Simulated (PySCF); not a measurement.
CH6F2Si3, SMILES F[Si@@H]1C[Si@H](F)[SiH2]1.

Geometry: PBE0-D3(BJ)/def2-SVP. The structure was generated by enumeration; whether it is a known compound was not checked.

All values below come from PBE0/def2-TZVP run with PySCF.

Computed frontier levels, gap, dipole moment and polarisability:
```yaml
highest_occupied_level: -7.51 eV
lowest_empty_level: -1.27 eV
orbital_gap: 6.24 eV
dipole_moment: 2.74 D
quadrupole, principal values (traceless, Buckingham form, about the centre of nuclear charge): -3.47, -2.85, 6.32 D·Å
mean_static_polarisability: 90.0 bohr³ (13.34 Å³)
polarisability_principal_values: 73.2, 96.7, 100.1 bohr³
```
